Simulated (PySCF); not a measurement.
C₆H₇N, charge -1, doublet (typed; the unrestricted solution is spin-contaminated), at a GFN2-xTB geometry (a state made from the parent by changing its charge; the spin is typed, not shown lowest) (in this run its highest filled SCF level lies above zero, so its values depend strongly on the basis, on diffuse functions most of all); CCSD(T)/STO-3G (PySCF).

Input for PySCF:
```python
from pyscf import gto, scf, cc

mol = gto.Mole()
mol.atom = '''
    N     2.306113   -0.373684    0.318510
    C     0.903168   -0.140612    0.112216
    C     0.355243    1.057731    0.530149
    C    -1.075838    1.266846    0.377706
    C    -1.840355    0.270714   -0.194157
    C    -1.291834   -0.920084   -0.624177
    C     0.138913   -1.132587   -0.473287
    H     2.671762   -0.999651   -0.392483
    H     2.820050    0.501746    0.295342
    H     0.973769    1.830351    0.978264
    H    -1.516330    2.201953    0.711220
    H    -2.915505    0.430719   -0.311629
    H    -1.901477   -1.697612   -1.075261
    H     0.589160   -2.063763   -0.805720
'''
mol.basis = 'sto-3g'
mol.charge = -1
mol.spin = 1
mol.verbose = 4
mol.build()

mf = scf.UHF(mol)
mf.kernel()

mycc = cc.CCSD(mf, frozen=7)
mycc.kernel()
et = mycc.ccsd_t()
print('E(CCSD(T)) = %.10f' % (mycc.e_tot + et))
```

### Question
Write the output that PySCF gives for this input, abridged.

### Answer

```
PySCF version 2.14.0

[INPUT] verbose = 4
[INPUT] num. atoms = 14
[INPUT] num. electrons = 51
[INPUT] charge = -1
[INPUT] spin (= nelec alpha-beta = 2S) = 1
[INPUT] symmetry False subgroup None
[INPUT] Mole.unit = angstrom
[INPUT] Symbol           X                Y                Z      unit          X                Y                Z       unit  Magmom
[...]
nuclear repulsion = 269.666670587221
number of shells = 28
number of NR pGTOs = 126
number of NR cGTOs = 42
basis = sto-3g
ecp = {}

******** <class 'pyscf.scf.uhf.UHF'> ********
method = UHF
initial guess = minao
damping factor = 0
level_shift factor = 0
DIIS = <class 'pyscf.scf.diis.CDIIS'>
diis_start_cycle = 1
diis_space = 8
diis_damp = 0
SCF conv_tol = 1e-09
SCF conv_tol_grad = None
SCF max_cycles = 50
direct_scf = True
direct_scf_tol = 1e-13
number electrons alpha = 26  beta = 25
Set gradient conv threshold to 3.16228e-05
init E= -284.202518914737

cycle= 1 E= -281.896920385075  delta_E= 2.31  |g|= 0.331  |ddm|=  3.7
cycle= 2 E= -281.984408651502  delta_E= -0.0875  |g|= 0.0804  |ddm|= 0.582
cycle= 3 E= -281.992516274745  delta_E= -0.00811  |g|= 0.0405  |ddm|= 0.153
cycle= 4 E= -281.995600081075  delta_E= -0.00308  |g|= 0.0248  |ddm|= 0.0887
cycle= 5 E= -281.997412968364  delta_E= -0.00181  |g|= 0.0136  |ddm|= 0.0816
cycle= 6 E= -281.998145706201  delta_E= -0.000733  |g|= 0.00275  |ddm|= 0.0876
cycle= 7 E= -281.998164250737  delta_E= -1.85e-05  |g|= 0.00175  |ddm|= 0.00839
cycle= 8 E= -281.998175181848  delta_E= -1.09e-05  |g|= 0.00142  |ddm|= 0.0062
cycle= 9 E= -281.998187847548  delta_E= -1.27e-05  |g|= 0.00114  |ddm|= 0.00856
cycle= 10 E= -281.998203253552  delta_E= -1.54e-05  |g|= 0.000713  |ddm|= 0.0148
cycle= 11 E= -281.998210524989  delta_E= -7.27e-06  |g|= 0.00028  |ddm|= 0.0143
cycle= 12 E= -281.998211253076  delta_E= -7.28e-07  |g|= 9.94e-05  |ddm|= 0.00496
cycle= 13 E= -281.998211287109  delta_E= -3.4e-08  |g|= 2.82e-05  |ddm|= 0.000951
cycle= 14 E= -281.998211288595  delta_E= -1.49e-09  |g|= 1.39e-05  |ddm|= 0.000138
cycle= 15 E= -281.998211288919  delta_E= -3.24e-10  |g|= 6.42e-06  |ddm|= 4.31e-05
Extra cycle  E= -281.998211288969  delta_E= -4.98e-11  |g|= 3.81e-06  |ddm|= 1.1e-05
converged SCF energy = -281.998211288969  <S^2> = 0.91533008  2S+1 = 2.1590091

******** <class 'pyscf.cc.uccsd.UCCSD'> ********
CC2 = 0
CCSD nocc = (np.int64(19), np.int64(18)), nmo = (35, 35)
frozen orbitals 7
max_cycle = 50
direct = 0
conv_tol = 1e-07
conv_tol_normt = 1e-06
diis_space = 6
diis_start_cycle = 0
diis_start_energy_diff = 1e+09
Init t2, MP2 energy = -0.349654213359432
Init E_corr(UCCSD) = -0.349654213372422
cycle = 1  E_corr(UCCSD) = -0.402551067900791  dE = -0.0528968545  norm(t1,t2) = 0.111906
cycle = 2  E_corr(UCCSD) = -0.42203611604523  dE = -0.0194850481  norm(t1,t2) = 0.0539102
cycle = 3  E_corr(UCCSD) = -0.438444721129812  dE = -0.0164086051  norm(t1,t2) = 0.0321448
cycle = 4  E_corr(UCCSD) = -0.43890124904986  dE = -0.00045652792  norm(t1,t2) = 0.00907459
cycle = 5  E_corr(UCCSD) = -0.438409282768498  dE = 0.000491966281  norm(t1,t2) = 0.00400354
cycle = 6  E_corr(UCCSD) = -0.438438214934453  dE = -2.8932166e-05  norm(t1,t2) = 0.00127761
cycle = 7  E_corr(UCCSD) = -0.438469582982612  dE = -3.13680482e-05  norm(t1,t2) = 0.000576182
cycle = 8  E_corr(UCCSD) = -0.438467524339699  dE = 2.05864291e-06  norm(t1,t2) = 0.000188508
cycle = 9  E_corr(UCCSD) = -0.438467983045821  dE = -4.58706122e-07  norm(t1,t2) = 8.65909e-05
cycle = 10  E_corr(UCCSD) = -0.438468983188563  dE = -1.00014274e-06  norm(t1,t2) = 3.40698e-05
cycle = 11  E_corr(UCCSD) = -0.438468806976215  dE = 1.76212348e-07  norm(t1,t2) = 1.39528e-05
cycle = 12  E_corr(UCCSD) = -0.438468434785969  dE = 3.72190246e-07  norm(t1,t2) = 6.43313e-06
cycle = 13  E_corr(UCCSD) = -0.438468072879324  dE = 3.61906645e-07  norm(t1,t2) = 3.26011e-06
cycle = 14  E_corr(UCCSD) = -0.438467892251591  dE = 1.80627733e-07  norm(t1,t2) = 1.6698e-06
cycle = 15  E_corr(UCCSD) = -0.438467845674694  dE = 4.65768978e-08  norm(t1,t2) = 7.83518e-07
UCCSD converged
E(UCCSD) = -282.4366791346436  E_corr = -0.4384678456746935
UCCSD(T) correction = -0.00976378566644404
E(CCSD(T)) = -282.4464429203
```
